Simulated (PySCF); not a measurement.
Stretching BeC

Set-up: Be STO-3G, C STO-3G; no relativity (PySCF 2.14). Energies in eV from Be + C in their ground configurations at the same level. All curves are PBE0. state 1: Ms = 1 determinant of mixed spin (⟨S²⟩ near 2.8), unpaired electrons π ↑↑; state 2: Ms = 0 determinant of mixed spin (⟨S²⟩ near 1.7), unpaired electrons π ↑↓, a mixture of terms (⟨Lz²⟩ = 2.0), a second solution, started from another occupation; state 3: Ms = 1 determinant of mixed spin (⟨S²⟩ near 3.0), unpaired electrons σ ↑↑, π ↑↓, a mixture of terms (⟨Lz²⟩ = 2.0), a second solution, started from another occupation; state 4: ³Π (triplet), unpaired electrons σ ↑, π ↑, a second solution, started from another occupation.

```csv
R (Å),state 1,state 2,state 3,state 4
1.403,-2.362,-1.632,-1.249,0.335
1.469,-2.799,-2.072,-1.624,-0.417
1.534,-3.048,-2.322,-1.815,-0.952
1.583,-3.138,-2.413,-1.866,-1.240
1.632,-3.165,-2.438,-1.854,-1.450
1.681,-3.139,-2.411,-1.791,-1.596
1.746,-3.042,-2.312,-1.647,-1.711
1.828,-2.848,-2.115,-1.396,-1.756
1.926,-2.549,-1.811,-1.028,-1.711
2.056,-2.101,-1.355,-0.483,-1.548
```

Question: Put a parabola through the three lowest points of the state 1 curve and estimate Re, k and ωe (reduced mass 5.147 u; 1 eV/Å² = 0.16022 mdyn/Å; ωe = 1302.8·√(k/μ) cm⁻¹).

Answer: Through R = 1.583, 1.632, 1.681 Å the second-order coefficient is 11.0 eV/Å², so Re ≈ 1.632 Å, k ≈ 3.54 mdyn/Å and ωe ≈ 1080 cm⁻¹. A polynomial fit of higher order to the unrounded PBE0 energies gives Re = 1.630 Å, k = 3.49 mdyn/Å, ωe = 1073 cm⁻¹; anharmonicity and rounding make the difference.

The higher-order fit for each curve: state 1: Re = 1.630 Å, ωe = 1073 cm⁻¹, De = 3.16 eV; state 2: Re = 1.629 Å, ωe = 1079 cm⁻¹, minimum 2.44 eV below the ground-state fragments; state 3: Re = 1.597 Å, ωe = 1139 cm⁻¹, minimum 1.87 eV below the ground-state fragments; state 4: Re = 1.830 Å, ωe = 777 cm⁻¹, minimum 1.76 eV below the ground-state fragments.

STO-3G is very small, so such numbers show the basis as much as the molecule. The state is the lowest determinant that a PBE0 search found; another state may lie lower at other levels.
